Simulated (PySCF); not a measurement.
C2H11GeNSi2.
Cartesian coordinates in Å at the PBE0-D3(BJ)/def2-SVP level; atoms count from 1:
```xyz
17
C2H11GeNSi2 angstrom
C      1.5852    0.5861    1.5747
N      1.6631    1.2599    0.3134
C      1.1345    0.7568   -0.7248
Si     0.1704   -0.8856   -0.9477
Si    -2.0748   -0.5678   -0.3406
Ge    -2.2629    0.1819    1.9152
H      2.6031    0.4277    1.9666
H      1.0761    1.2430    2.2984
H      1.0597   -0.3904    1.5581
H      1.2271    1.3570   -1.6493
H      0.2559   -1.2264   -2.4013
H      0.7468   -2.0209   -0.1625
H     -2.8381   -1.8453   -0.5116
H     -2.6822    0.4624   -1.2421
H     -1.5557    1.5410    2.0749
H     -3.7414    0.3451    2.3150
H     -1.6012   -0.8292    2.8715
```

Method: PySCF 2.14.0, density-fitted response routines, TDDFT B3LYP/def2-SVPD, vertical, gas phase, core orbitals frozen in the response. The B3LYP/def2-SVPD calculation is non-relativistic and has no spin–orbit coupling, an omission that weighs most on germanium.

Task: Predict the UV-vis stick spectrum at this level.

Result: 

```json
{"state": "S1", "E (eV)": "3.98", "λ (nm)": "311.2", "ν̃ (cm⁻¹)": "32130", "f": "0.0030", "main configurations (H = HOMO, L = LUMO)": "H→L (98%)"}
{"state": "S2", "E (eV)": "5.43", "λ (nm)": "228.4", "ν̃ (cm⁻¹)": "43790", "f": "0.0036", "main configurations (H = HOMO, L = LUMO)": "H→L+1 (89%), H-1→L (8%)"}
{"state": "S3", "E (eV)": "5.71", "λ (nm)": "217.2", "ν̃ (cm⁻¹)": "46040", "f": "0.066", "main configurations (H = HOMO, L = LUMO)": "H-1→L (81%)"}
{"state": "S4", "E (eV)": "5.85", "λ (nm)": "211.9", "ν̃ (cm⁻¹)": "47180", "f": "0.0073", "main configurations (H = HOMO, L = LUMO)": "H→L+2 (85%)"}
{"state": "S5", "E (eV)": "5.98", "λ (nm)": "207.4", "ν̃ (cm⁻¹)": "48220", "f": "0.0044", "main configurations (H = HOMO, L = LUMO)": "H→L+3 (88%)"}
{"state": "S6", "E (eV)": "6.26", "λ (nm)": "198.1", "ν̃ (cm⁻¹)": "50480", "f": "0.0005", "main configurations (H = HOMO, L = LUMO)": "H→L+4 (49%), H-2→L (23%), H→L+5 (23%)"}
{"state": "S7", "E (eV)": "6.28", "λ (nm)": "197.4", "ν̃ (cm⁻¹)": "50670", "f": "0.037", "main configurations (H = HOMO, L = LUMO)": "H-2→L (55%), H→L+6 (15%), H→L+5 (11%)"}
{"state": "S8", "E (eV)": "6.37", "λ (nm)": "194.6", "ν̃ (cm⁻¹)": "51390", "f": "0.0011", "main configurations (H = HOMO, L = LUMO)": "H→L+5 (61%), H→L+4 (33%)"}
{"state": "S9", "E (eV)": "6.50", "λ (nm)": "190.9", "ν̃ (cm⁻¹)": "52390", "f": "0.164", "main configurations (H = HOMO, L = LUMO)": "H→L+6 (77%), H-2→L (8%)"}
{"state": "S10", "E (eV)": "6.54", "λ (nm)": "189.7", "ν̃ (cm⁻¹)": "52720", "f": "0.205", "main configurations (H = HOMO, L = LUMO)": "H-1→L+1 (88%)"}
```

Triplets (Tamm–Dancoff): T1 3.25 eV, H→L (96%); T2 4.44 eV, H-1→L (39%), H-2→L (32%), H-3→L (19%); T3 5.26 eV, H→L+1 (88%); T4 5.55 eV, H-1→L (55%), H-2→L (18%), H-3→L (18%).

The lowest singlet comes at 311 nm (384 kJ/mol) in the ultraviolet; it is very weak; its leading configuration is HOMO→LUMO (98%). The strongest level in the table is S10 at 6.54 eV (190 nm, f = 0.205). It is the last of those listed, so stronger ones may follow. Löwdin shares by element: HOMO nitrogen 50%, carbon 24%, silicon 10% or more (atoms not listed hold the other 16%); LUMO nitrogen 30%, carbon 29% or more, silicon 22% (atoms not listed hold the other 19%). The oscillator strengths of these states sum to 0.493; summed over the whole spectrum of an exact calculation they would give the number of electrons, 90 (Thomas–Reiche–Kuhn). Of the 10 states listed, 4 reach f = 0.01 and none stays under 0.0005. Weighted by f, the mean energy of these states is 6.35 eV. The vertical ionisation energy (ΔSCF) is 8.76 eV, 2.23 eV above S10. Singlets were solved by full linear response, triplets in the Tamm–Dancoff approximation.

One conformer stands for the species.
